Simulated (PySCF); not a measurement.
H₃O₃Si (SMILES O[Si](O)O), doublet, geometry from GFN2-xTB; DF-SVWN5/6-311++G** run with PySCF.

The PySCF input:
```python
from pyscf import gto, scf, dft
import numpy

mol = gto.M(
    atom='''
O    -0.84317475   -0.87603590   -0.91455838
Si   -0.16941596   -0.08038194    0.34291190
O    -0.28508537    1.51773913   -0.03316397
O     1.37066024   -0.57947772    0.49097699
H    -1.58178239   -0.47345656   -1.36288875
H     0.23413609    2.15205276    0.45211068
H     1.78026866   -1.05105329   -0.23602572
''',
    basis='6-311++g**',
    spin=1,
    verbose=4,
)
print('smallest overlap eigenvalue', numpy.linalg.eigvalsh(mol.intor('int1e_ovlp'))[0])

mf = dft.UKS(mol)
mf.xc = 'lda,vwn'
mf = mf.density_fit(auxbasis='def2-universal-jkfit')
mf = scf.addons.remove_linear_dep_(mf, threshold=1e-3, lindep=1e-3)
mf.kernel()
```

Write the output that PySCF gives for this input, abridged.


```
PySCF version 2.14.0

[INPUT] verbose = 4
[INPUT] num. atoms = 7
[INPUT] num. electrons = 41
[INPUT] charge = 0
[INPUT] spin (= nelec alpha-beta = 2S) = 1
[INPUT] symmetry False subgroup None
[INPUT] Mole.unit = angstrom
[INPUT] Symbol           X                Y                Z      unit          X                Y                Z       unit  Magmom
[...]
nuclear repulsion = 178.826780749353
number of shells = 59
number of NR pGTOs = 181
number of NR cGTOs = 117
basis = 6-311++g**
ecp = {}
input.py:23: DeprecationWarning: remove_linear_dep_ is deprecated and will be removed in a future release. Linear dependency handling is now built into the SCF procedure by default. Linear dependency removal can be controlled using the following settings:
  pyscf.scf.hf.remove_overlap_zero_eigenvalue = True
  pyscf.scf.hf.overlap_zero_eigenvalue_threshold = 1e-6

  mf = scf.addons.remove_linear_dep_(mf, threshold=1e-3, lindep=1e-3)
smallest overlap eigenvalue 0.0008049638803976972
Applying remove_linear_dep_ on SCF object.
Using canonical orthogonalization with threshold 0.001

******** <class 'pyscf.df.df_jk.DFUKS'> ********
method = DFUKS
initial guess = minao
damping factor = 0
level_shift factor = 0
DIIS = <class 'pyscf.scf.diis.CDIIS'>
diis_start_cycle = 1
diis_space = 8
diis_damp = 0
SCF conv_tol = 1e-09
SCF conv_tol_grad = None
SCF max_cycles = 50
direct_scf = False
number electrons alpha = 21  beta = 20
XC library pyscf.dft.libxc version 7.1.2
    S. Lehtola, C. Steigemann, M. J. T. Oliveira, and M. A. L. Marques,  SoftwareX 7, 1–5 (2018)
XC functionals = lda,vwn
    P. A. M. Dirac,  Math. Proc. Cambridge Philos. Soc. 26, 376 (1930)
    F. Bloch,  Z. Phys. 57, 545 (1929)
    S. H. Vosko, L. Wilk, and M. Nusair,  Can. J. Phys. 58, 1200 (1980)
radial grids:
    Treutler-Ahlrichs [JCP 102, 346 (1995); DOI:10.1063/1.469408] (M4) radial grids

becke partition: Becke, JCP 88, 2547 (1988); DOI:10.1063/1.454033
pruning grids: <function nwchem_prune>
grids dens level: 3
symmetrized grids: False
atomic radii adjust function: <function treutler_atomic_radii_adjust>
small_rho_cutoff = 0
Set gradient conv threshold to 3.16228e-05
tot grids = 90856
init E= -514.793444796258

cycle= 1 E= -514.053146746426  delta_E= 0.74  |g|= 0.985  |ddm|= 1.78
cycle= 2 E= -512.605703049629  delta_E= 1.45  |g|= 2.12  |ddm|= 2.29
cycle= 3 E= -514.375060102268  delta_E= -1.77  |g|= 0.124  |ddm|= 1.93
cycle= 4 E= -514.379374800005  delta_E= -0.00431  |g|= 0.0941  |ddm|= 0.226
[...]
cycle= 22 E= -514.382856322172  delta_E= 2.43e-09  |g|= 0.000239  |ddm|= 0.00033
cycle= 23 E= -514.3828562608  delta_E= 6.14e-08  |g|= 0.000472  |ddm|= 0.000285
cycle= 24 E= -514.382856291541  delta_E= -3.07e-08  |g|= 0.000355  |ddm|= 0.000392
cycle= 25 E= -514.382856230473  delta_E= 6.11e-08  |g|= 0.00054  |ddm|= 0.000512
cycle= 26 E= -514.38285630908  delta_E= -7.86e-08  |g|= 0.000297  |ddm|= 0.00043
cycle= 27 E= -514.382856316256  delta_E= -7.18e-09  |g|= 0.000255  |ddm|= 0.000387
cycle= 28 E= -514.382856288675  delta_E= 2.76e-08  |g|= 0.000388  |ddm|= 0.000382
cycle= 29 E= -514.382856306611  delta_E= -1.79e-08  |g|= 0.000281  |ddm|= 0.000392
cycle= 30 E= -514.382856319352  delta_E= -1.27e-08  |g|= 0.000243  |ddm|= 0.000258
cycle= 31 E= -514.382856303808  delta_E= 1.55e-08  |g|= 0.000286  |ddm|= 0.000241
cycle= 32 E= -514.382856312664  delta_E= -8.86e-09  |g|= 0.000284  |ddm|= 0.000294
cycle= 33 E= -514.382856292789  delta_E= 1.99e-08  |g|= 0.000343  |ddm|= 0.000307
cycle= 34 E= -514.38285627951  delta_E= 1.33e-08  |g|= 0.000411  |ddm|= 0.000358
cycle= 35 E= -514.382856311036  delta_E= -3.15e-08  |g|= 0.000303  |ddm|= 0.000319
cycle= 36 E= -514.38285632244  delta_E= -1.14e-08  |g|= 0.000193  |ddm|= 0.000291
cycle= 37 E= -514.382856301657  delta_E= 2.08e-08  |g|= 0.000282  |ddm|= 0.000273
cycle= 38 E= -514.382856304409  delta_E= -2.75e-09  |g|= 0.000285  |ddm|= 0.000184
cycle= 39 E= -514.382856303602  delta_E= 8.07e-10  |g|= 0.000295  |ddm|= 0.000331
cycle= 40 E= -514.382856306697  delta_E= -3.09e-09  |g|= 0.0003  |ddm|= 0.000503
cycle= 41 E= -514.382856312587  delta_E= -5.89e-09  |g|= 0.00029  |ddm|= 0.000293
cycle= 42 E= -514.382856316007  delta_E= -3.42e-09  |g|= 0.000273  |ddm|= 8.66e-05
cycle= 43 E= -514.382856316079  delta_E= -7.26e-11  |g|= 0.000273  |ddm|= 1.48e-05
cycle= 44 E= -514.382856247097  delta_E= 6.9e-08  |g|= 0.000496  |ddm|= 0.000345
cycle= 45 E= -514.382856318798  delta_E= -7.17e-08  |g|= 0.00025  |ddm|= 0.000364
cycle= 46 E= -514.382856297127  delta_E= 2.17e-08  |g|= 0.000333  |ddm|= 0.000274
cycle= 47 E= -514.382856299831  delta_E= -2.7e-09  |g|= 0.000303  |ddm|= 0.000219
cycle= 48 E= -514.382856271826  delta_E= 2.8e-08  |g|= 0.000432  |ddm|= 0.000505
cycle= 49 E= -514.382856283892  delta_E= -1.21e-08  |g|= 0.000379  |ddm|= 0.000511
cycle= 50 E= -514.382856297518  delta_E= -1.36e-08  |g|= 0.000305  |ddm|= 0.000656
SCF not converged.
SCF energy = -514.382856297518 after 50 cycles  <S^2> = 0.75092772  2S+1 = 2.0009275
```

The run did not converge; its last values are not results.
